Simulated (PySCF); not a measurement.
Ga(F)(Br)(NH2) (BrFGaH2N), SMILES [F][Ga]([Br])[NH2].

Geometry: B3LYP-D3(BJ)/def2-SVP. The structure was generated by enumeration; whether it is a known compound was not checked. The values are those of a single conformer.

Computed with TDA-PBE/def2-SVPD in PySCF.

Vertical excitations. Isolated molecule, no solvent. State labels are in the subgroup Cs.

Computed excitation energies, oscillator strengths and character:
```tsv
state	symmetry	energy (eV)	λ (nm)	f	main pairs
S1	A"	4.56	272	0.009	HOMO→LUMO 99 %
S2	A'	5.27	235	0.019	HOMO−1→LUMO 99 %
S3	A"	5.49	226	0.031	HOMO−2→LUMO 99 %
S4	A'	6.13	202	0.040	HOMO→LUMO+1 68 %, HOMO−3→LUMO 21 %
S5	A"	6.21	200	0.000	HOMO−1→LUMO+1 100 %
S6	A"	6.63	187	0.030	HOMO→LUMO+2 99 %
S7	A'	6.72	184	0.117	HOMO−2→LUMO+1 39 %, HOMO−3→LUMO 32 %, HOMO→LUMO+1 20 %
S8	A'	6.81	182	0.089	HOMO−2→LUMO+1 40 %, HOMO−3→LUMO 32 %, HOMO−5→LUMO 20 %
S9	A"	7.08	175	0.027	HOMO−4→LUMO 97 %
S10	A"	7.19	172	0.009	HOMO→LUMO+3 99 %
T1	A"	4.19	296	0	HOMO→LUMO 100 %
T2	A'	4.93	251	0	HOMO−1→LUMO 99 %
T3	A'	5.10	243	0	HOMO→LUMO+1 98 %
T4	A"	5.12	242	0	HOMO−2→LUMO 99 %
```
Triplets are in the Tamm–Dancoff approximation.
